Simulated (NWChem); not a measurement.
System: CH8BN3; SMILES N(B(N)N)C

The following NWChem deck was run.

```
start job
memory heap 200 mb stack 900 mb global 1100 mb
geometry units angstroms noautosym nocenter noautoz
  C     -0.002377     2.023586    -0.031001
  N     -0.667735     0.738639     0.003721
  B     -0.030307    -0.545613     0.017881
  N      1.402498    -0.650401    -0.009910
  N     -0.848451    -1.732103     0.044545
  H     -0.612072     2.771047    -0.555436
  H      0.233782     2.433651     0.966481
  H      0.938220     1.934166    -0.585305
  H     -1.649392     0.785247     0.238789
  H      1.988265     0.091547     0.343864
  H      1.855193    -1.550685     0.053993
  H     -1.786703    -1.705352    -0.330157
  H     -0.428797    -2.642796    -0.078183
end
basis spherical
  * library def2-svp
end
dft
  xc pbe0
  iterations 150
end
property
  efieldgrad
end
task dft property
```

The geometry was optimised at B3LYP/6-31G* (spherical d).

Vzz is the largest principal value of the second derivative of the potential at the nucleus (NWChem prints the opposite sign); η is the asymmetry. Non-relativistic.

Atoms are numbered as in the input.

### Question
What results follow from this input? (PBE0/def2-SVP.) Quantities: Vzz N2 (a.u.); η N2; Vzz B3 (a.u.); η B3; Vzz N4 (a.u.); η N4; Vzz N5 (a.u.); η N5.

### Answer
| Quantity | Value |
|---|---|
| Vzz N2 (a.u.) | -0.986 |
| η N2 | 0.45 |
| Vzz B3 (a.u.) | 0.255 |
| η B3 | 0.03 |
| Vzz N4 (a.u.) | -0.898 |
| η N4 | 0.39 |
| Vzz N5 (a.u.) | -0.913 |
| η N5 | 0.38 |
